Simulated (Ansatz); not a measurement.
Geometry optimisation, RKS PBE-D4/def2-SVP (Ansatz).

The input (input.yaml):

```yaml
crystal:
  periodic: [false, false, false]
  atoms:
    - { symbol: "N", position_ang: [1.8931, 0.3137, -0.7241] }
    - { symbol: C, position_ang: [0.6256, 0.1321, 0.0468] }
    - { symbol: F, position_ang: [0.793, 0.6438, 1.31] }
    - { symbol: Si, position_ang: [0.4301, -1.7141, 0.1682] }
    - { symbol: "N", position_ang: [-0.518, 0.7817, -0.6216] }
    - { symbol: Al, position_ang: [-2.098, 0.9943, 0.5011] }
    - { symbol: H, position_ang: [2.66782, 0.50679, 0.01355] }
    - { symbol: H, position_ang: [2.17682, -0.61897, -1.12614] }
    - { symbol: H, position_ang: [-0.7948, -1.993, 1.0782] }
    - { symbol: H, position_ang: [1.5555, -2.3542, 0.7703] }
    - { symbol: H, position_ang: [0.1012, -2.2728, -1.1493] }
    - { symbol: H, position_ang: [-0.2315, 1.7789, -0.826] }
    - { symbol: H, position_ang: [-3.453, 1.71, -0.1013] }
    - { symbol: H, position_ang: [-2.1203, 0.4293, 2.0151] }
basis:
  gaussian: { orbitals: def2-SVP }
hamiltonian:
  xc: pbe
  dispersion: d4
relax:
  f_tol: 0.015
  max_steps: 40
```

Launched with:

```bash
$ ansatz run input.yaml --threads 2 --pin off --max-ram 3072MiB --backend cpu --events-out ev --progress --plain --runs-dir out
```

Task: Where does it end, and by what steps?

Result: The forces met the threshold. After 20 steps the energy has fallen by 1.053 eV; H14 moved furthest, 1.68 Å.

| step | energy less start (eV) | largest force component (eV/Å) | accepted |
| --- | --- | --- | --- |
| 0 | 0.0000 | 2.706 | yes |
| 1 | -0.5982 | 1.655 | yes |
| 2 | -0.8516 | 1.211 | yes |
| 3 | -0.9210 | 0.475 | yes |
| 4 | -0.9578 | 0.389 | yes |
| 5 | -0.9916 | 0.447 | yes |
| 6 | -1.0011 | 0.674 | yes |
| 7 | -1.0179 | 0.109 | yes |
| 8 | -1.0195 | 0.250 | yes |
| 9 | -1.0278 | 0.106 | yes |
| 10 | -1.0347 | 0.099 | yes |
| 11 | -1.0373 | 0.142 | yes |
| 12 | -1.0406 | 0.097 | yes |
| 13 | -1.0431 | 0.104 | yes |
| 14 | -1.0473 | 0.060 | yes |
| 15 | -1.0492 | 0.128 | yes |
| 16 | -1.0508 | 0.094 | yes |
| 17 | -1.0524 | 0.059 | yes |
| 18 | -1.0529 | 0.042 | yes |
| 19 | -1.0529 | 0.035 | no |
| 20 | -1.0531 | 0.009 | yes |

```xyz
14
Properties=species:S:1:pos:R:3
N 1.792 0.418 -0.745
C 0.740 0.199 0.227
F 1.309 0.624 1.476
Si 0.370 -1.680 0.565
N -0.374 1.005 -0.124
Al -2.145 0.841 0.190
H 2.634 -0.124 -0.515
H 1.475 0.141 -1.682
H -0.499 -1.940 1.763
H 1.717 -2.309 0.791
H -0.252 -2.304 -0.658
H -0.022 1.906 -0.485
H -3.032 2.101 -0.218
H -2.686 -0.540 0.771
```

Run time: 26 s on 2 threads of AMD EPYC 9R45 96-Core Processor (Zen 5), with other jobs on the host, peak memory 0.21 GiB.
